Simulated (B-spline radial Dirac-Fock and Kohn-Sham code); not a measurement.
The Xe-like isoelectronic sequence (54 electrons), Z = 53 to 65

Method: Dirac-Fock (average of configuration) total-energy differences with a finite nucleus, the Breit interaction including its frequency dependence, and self-energy and vacuum-polarisation corrections. Computed with a B-spline atomic structure program. Binding energies in eV, tabulated ground configurations. The model has no electron correlation.

| ion | configuration | 1s | 2p1/2 | 2p3/2 | 4s | outermost level | NIST ionisation energy |
| --- | --- | --- | --- | --- | --- | --- | --- |
| I⁻ | [Kr] 4d10 5s2 5p6 | 33167.4 | 4852.4 | 4557.5 | 195.6 | 2.19 (5p3/2) | – |
| Xe | [Kr] 4d10 5s2 5p6 | 34563.5 | 5107.6 | 4787.1 | 222.6 | 11.23 (5p3/2) | 12.12984 |
| Cs⁺ | [Kr] 4d10 5s2 5p6 | 35994.5 | 5372.4 | 5024.6 | 252.6 | 22.21 (5p3/2) | 23.15745 |
| Ba²⁺ | [Kr] 4d10 5s2 5p6 | 37460.4 | 5646.6 | 5269.7 | 285.1 | 34.84 (5p3/2) | 35.8438 |
| La³⁺ | [Kr] 4d10 5s2 5p6 | 38961.5 | 5930.1 | 5522.2 | 320.1 | 49.00 (5p3/2) | 49.95 ± 0.06 |
| Ce⁴⁺ | [Kr] 4d10 5s2 5p6 | 40497.8 | 6222.9 | 5781.9 | 357.3 | 64.57 (5p3/2) | 65.55 ± 0.25 |
| Pr⁵⁺ | [Kr] 4d10 5s2 5p6 | 42069.8 | 6525.0 | 6048.9 | 396.8 | 81.51 (5p3/2) | – |
| Nd⁶⁺ | [Kr] 4d10 4f2 5s2 5p4 | ? | ? | ? | ? | ? | ? |
| Pm⁷⁺ | [Kr] 4d10 4f3 5s2 5p3 | 45298.8 | 7129.8 | 6576.4 | 454.9 | 109.3 (4f) | – |
| Sm⁸⁺ | [Kr] 4d10 4f4 5s2 5p2 | 46969.7 | 7448.9 | 6853.2 | 490.0 | 129.4 (4f) | – |
| Eu⁹⁺ | [Kr] 4d10 4f5 5s2 5p1 | 48677.0 | 7776.5 | 7136.1 | 526.5 | 149.3 (5p) | 161 ± 8 |
| Gd¹⁰⁺ | [Kr] 4d10 4f5 5s2 5p1 | 50428.8 | 8122.1 | 7434.4 | 573.7 | 171.7 (5p) | 183 ± 9 |
| Tb¹¹⁺ | [Kr] 4d10 4f6 5s2 | 52210.5 | 8467.6 | 7729.6 | 613.1 | 203.7 (4f) | 216 ± 11 |

**Question.** Fill in the row of Nd⁶⁺.

**Answer.** 1s 43663.3, 2p1/2 6819.3, 2p3/2 6305.6, 4s 421.1, outermost 90.22 (4f), NIST – eV.

NIST's values are for the lowest levels; a dash marks a value that is missing or belongs to another shell. Their kind here: measured, semi-empirical, theoretical. Where a p, d or f shell is open in either ion the computed value averages over both j values and all terms, while the table refers to the lowest levels; that difference holds spin-orbit splitting (largest in heavy or highly charged ions), term energies where several electrons share open shells, and correlation, and it can reach 10 % or more.
